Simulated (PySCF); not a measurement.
C₅H₅F₃O.
Geometry (GFN2-xTB, Å), atoms numbered from 1 in this order:
```
atom  x, y, z in Å
C1    -0.7530    1.2928   -0.8465
C2    -0.7638    0.1612   -0.1555
O3     0.2974   -0.6046    0.2348
C4     1.5492   -0.0710    0.2174
C5     2.6178   -0.8515    0.2856
F6     3.8434   -0.3096    0.3282
C7    -2.0536   -0.4758    0.3172
F8    -3.0230   -0.3804   -0.6196
F9    -2.5304    0.1639    1.4158
H10   -1.6813    1.7811   -1.0764
H11    0.1459    1.7519   -1.2146
H12    1.6407    1.0064    0.1941
H13    2.6236   -1.9286    0.3227
H14   -1.9135   -1.5363    0.5747
```

Computed, not measured: TDDFT CAM-B3LYP/def2-SVPD, vertical, gas phase, core orbitals frozen in the response (PySCF).

Kohn–Sham orbitals with the atoms that hold most of them (Löwdin shares over 4%, at most four atoms; ? is withheld):

```
orbital  ε (eV)                           atoms
 HOMO-3  -12.42  O3 28%, F6 16%, C4 16%, C5 13%
 HOMO-2  -11.68  F9 23%, C7 20%, F8 18%, C2 13%
 HOMO-1  -10.00  C2 24%, C1 23%, C4 16%, C5 11%
   HOMO   -8.39                               ?
   LUMO       ?                               ?
 LUMO+1    1.30  C1 16%, C4 14%, C5 12%, C7 10%
 LUMO+2    1.44  C4 22%, C5 20%, C1 12%, O3 10%
```

Task: Give the leading atoms of the LUMO.

Result: C2 (bonded to 2 C and O) 23%; C1 (bonded to C and 2 H) 21%; C5 (bonded to C, F and H) 12%; C4 (bonded to C, O and H) 9%.

Task: Give the leading atoms of the HOMO.

Result: O3 (bonded to 2 C) 23%; C5 (bonded to C, F and H) 20%; C1 (bonded to C and 2 H) 16%; C4 (bonded to C, O and H) 16%. By element: carbon 52% or more, oxygen 23%.

Task: What is the LUMO energy, and the HOMO–LUMO gap?

Result: ε(LUMO) = 0.27 eV; the gap is 8.66 eV (0.3184 hartree).

Task: The HOMO–LUMO gap is 8.66 eV. Where does the response calculation put the lowest singlet, and from which orbitals?

Result: S1 is at 5.89 eV (f = 0.350), 2.77 eV below the gap, made of HOMO→LUMO (97%). Without the coupling terms of the response equations the lowest excitation would equal the gap.

Task: One configuration dominates each of S1, S2 and S6. Which, and how do the shares of the two leading atoms of either orbital change from the occupied to the empty one?

Result: 
- S1 (5.89 eV, f 0.350), HOMO→LUMO (97%): O3 23% → at most 9%, C5 20% → 12%, C2 at most 16% → 23%, C1 16% → 21%
- S2 (6.85 eV, f 0.057), HOMO→LUMO+1 (84%): O3 23% → at most 11%, C5 20% → 12%, C1 16% → 16%, C4 16% → 14%
- S6 (7.49 eV, f 0.171), HOMO-1→LUMO (91%): C2 24% → 23%, C1 23% → 21%

One conformer stands for the species.
